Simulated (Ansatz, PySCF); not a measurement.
H$_{2}$Cl$_{3}$NTi, charge +1, doublet, geometry from GFN2-xTB (such geometries of metal compounds can be far from the true shape) (the multiplicity is a formal guess). Base run: BHANDHLYP/STO-3G (PySCF).

Input for PySCF:
```python
from pyscf import gto, scf, dft

mol = gto.M(
    atom='''
Ti   -0.159332   -0.287538   -0.030015
Cl    1.814963   -0.363306   -0.828807
Cl    0.049590    0.371138    1.989703
Cl   -1.030692    1.412705   -0.997611
N    -1.115634   -1.865280   -0.221192
H    -0.920946   -2.619670   -0.890115
H    -1.939956   -2.146664    0.322930
''',
    basis='sto-3g',
    charge=1,
    spin=1,
    verbose=4,
)

mf = dft.UKS(mol)
mf.xc = 'bhandhlyp'
mf.kernel()
```

The same geometry, method and basis name were run in Ansatz (an electronic-structure program) and PySCF, at each program's defaults and at the settings that a row names. The base is PySCF at its defaults. Differences at the defaults can come from grids, fitting, cores and function types together.

| code and settings | ΔE vs base (µEh) | basis functions | E (Eh) | SCF cycles |
|---|---|---|---|---|
| PySCF, defaults (exact integrals, its default grid, spherical functions) | 0.0 | 52 | -2261.59467 | 12 |
| Ansatz, defaults (factorised integrals, its default grid, spherical functions) | 4.4 | 52 | -2261.59467 | - |
| PySCF, density fitting with def2-universal-jkfit | -2567 | 52 | -2261.59724 | 12 |
| PySCF, fine grid | 0.7 | 52 | -2261.59467 | 12 |
| Ansatz, high accuracy | -2.4 | 52 | -2261.59468 | - |

Open shells are given as the SCF converged; they aren't shown to be the lowest states, and a large step between rows can be another state.
